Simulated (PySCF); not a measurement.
A side-by-side comparison of computed properties.

First species: C6H13P2 (charge +1).
Cartesian coordinates in Å at the PBE0-D3(BJ)/def2-SVP level; atoms count from 1:
```xyz
21
C6H13P2 angstrom
C      2.850   -0.589   -0.287
C      1.474   -0.126    0.047
C      1.124    1.129    0.375
C     -0.315    1.411    0.718
P     -1.133   -0.094    0.084
C     -1.698    0.195   -1.603
P     -2.770   -0.996    1.229
C      0.352   -1.148    0.053
H      3.165   -1.397    0.393
H      3.577    0.229   -0.213
H      2.889   -1.000   -1.309
H      1.852    1.944    0.424
H     -0.728    2.309    0.229
H     -0.487    1.520    1.803
H     -2.054   -0.747   -2.045
H     -0.854    0.586   -2.191
H     -2.516    0.931   -1.607
H     -2.078   -0.788    2.460
H     -3.475    0.244    1.288
H      0.396   -1.802    0.941
H      0.351   -1.804   -0.833
```

Second species: C7H15BO.
SMILES with atom numbers: `[CH3:1][O:2][CH2:3][C@H:4]1[CH2:5][BH:6][CH2:7][CH2:8][CH2:9]1` (hydrogens: H10, H11, H12 on C1; H13, H14 on C3; H15 on C4; H16, H17 on C5; H18 on B6; H19, H20 on C7; H21, H22 on C8; H23, H24 on C9)

Levels: CAM-B3LYP/def2-SVPD for HOMO energy, LUMO energy, HOMO–LUMO gap and static isotropic polarisability; TDDFT CAM-B3LYP/def2-SVPD for lowest singlet excitation; TDA CAM-B3LYP/def2-SVPD for lowest triplet excitation (Tamm–Dancoff); ΔSCF CAM-B3LYP/def2-SVPD for vertical ionisation energy. Geometries: PBE0-D3(BJ)/def2-SVP. Each structure is a single optimised conformer of the isolated species, non-relativistic unless stated; the electronic structure was computed with PySCF and density fitting.

(1) Which has the higher T1 energy?

(2) Which has the higher HOMO energy?

(3) Which has the higher S1 energy?

(4) Which of the two has the higher LUMO energy, and by how much?

(5) Which has the higher HOMO–LUMO gap?

(6) Which has the higher vertical ionisation energy?

(7) Which has the higher static isotropic polarisability?

Answers

(1) The second: 5.33 eV against 4.21 eV, a difference of 1.12 eV.

(2) The second: -8.68 eV against -12.51 eV, a difference of 3.83 eV.

(3) The first: 6.25 eV against 5.79 eV, a difference of 0.46 eV.

(4) The second: 0.34 eV against -3.65 eV, a difference of 3.99 eV.

(5) The second: 9.02 eV against 8.86 eV, a difference of 0.16 eV.

(6) The first: 13.13 eV against 9.40 eV, a difference of 3.73 eV.

(7) The first: 112.0 au against 99.3 au, a difference of 12.7 au.

On the first: S1 lies 2.61 eV below the HOMO–LUMO gap; its leading configuration is HOMO→LUMO, weight 0.88. The polarisability is 16.60 Å³ as a volume (1 au = 0.148185 Å³), or 1.44 au for each of the 78 electrons.

On the second: The ΔSCF ionisation energy exceeds −ε(HOMO) by 0.72 eV with CAM-B3LYP. The principal polarisabilities are 85.3, 99.0 and 113.6 au; their mean is the isotropic value.
